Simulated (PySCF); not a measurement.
C₂H₆Ga, multiplicity 2. Atoms are numbered in the order given.

```xyz
9

Ga     0.1534     0.3409     0.2466
C      0.8701     0.1478    -1.6318
H      0.8774    -0.9247    -1.8940
H      1.8821     0.5564    -1.7587
H      0.1816     0.6641    -2.3234
C     -1.7058    -0.3693     0.5898
H     -1.7203    -1.4448     0.3410
H     -2.4079     0.1478    -0.0875
H     -2.0414    -0.2351     1.6274
```
Charge 0, spin multiplicity 2.

Geometry optimised at B3LYP-D3(BJ)/def2-SVP. The spin state was assumed, not searched. The isomer is the one that the SMILES or the coordinates give; other isomers of the formula were not compared.

Level of theory: PBE0/def2-TZVPD (PySCF).

Mulliken values depend strongly on the basis, most of all with diffuse functions as here. ESP charges are fitted to the potential on shells at 1.4 to 2.0 van der Waals radii. Atomic charges (e):

| atom | ESP fit | meta-Löwdin | Mulliken | Mulliken spin |
|---|---|---|---|---|
| Ga1 | [?] | 0.39 | 0.27 | 0.74 |
| C2 | [?] | -0.57 | -0.77 | 0.15 |
| H3 | [?] | 0.12 | 0.19 | 0.01 |
| H4 | [?] | 0.13 | 0.25 | -0.03 |
| H5 | [?] | 0.12 | 0.19 | 0.01 |
| C6 | [?] | -0.57 | -0.77 | 0.15 |
| H7 | [?] | 0.12 | 0.19 | 0.01 |
| H8 | [?] | 0.12 | 0.19 | 0.01 |
| H9 | [?] | 0.13 | 0.25 | -0.03 |

What belongs in the gaps? (An estimate is asked for; the answer gives what the named calculation found.)


- Ga1, ESP fit: 0.06
- C2, ESP fit: -0.11
- H3, ESP fit: 0.05
- H4, ESP fit: -0.01
- H5, ESP fit: 0.04
- C6, ESP fit: -0.10
- H7, ESP fit: 0.04
- H8, ESP fit: 0.04
- H9, ESP fit: -0.01
